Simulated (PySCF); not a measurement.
H3Al, triplet, at a GFN2-xTB geometry (such geometries of metal compounds can be far from the true shape) (a higher spin typed on purpose: for a closed-shell molecule this is an excited state).

The PySCF input:
```python
from pyscf import gto, scf, mp

mol = gto.M(
    atom='''
Al   -0.008521    0.116017    0.094059
H     0.592355   -1.441775    0.613279
H    -0.412095    1.227768   -0.982922
H    -0.069489   -1.294210   -0.853122
''',
    basis='def2-svp',
    charge=0,
    spin=2,
    verbose=4,
)

mf = scf.UHF(mol)
mf.kernel()

pt = mp.MP2(mf)
pt.kernel()
print('E(MP2) = %.10f' % pt.e_tot)
```

Question: Estimate the number of basis functions that MP2/def2-SVP (PySCF) returns for this input.

Answer: 33

Question: Predict the MP2 correlation energy from MP2/def2-SVP.

Answer: -0.0714 Eh

Question: Give the total energy at the level MP2/def2-SVP.

Answer: -243.4832 Eh

Question: What nuclear repulsion energy does MP2/def2-SVP give?

Answer: 12.9790 Eh

Question: Estimate the SCF-reference dipole moment that MP2/def2-SVP returns for this input.

Answer: 1.06 D

Question: Predict the SCF-reference <S^2> from MP2/def2-SVP.

Answer: 2.025

These values belong to the state on which the SCF converged, which isn't shown to be the lowest.
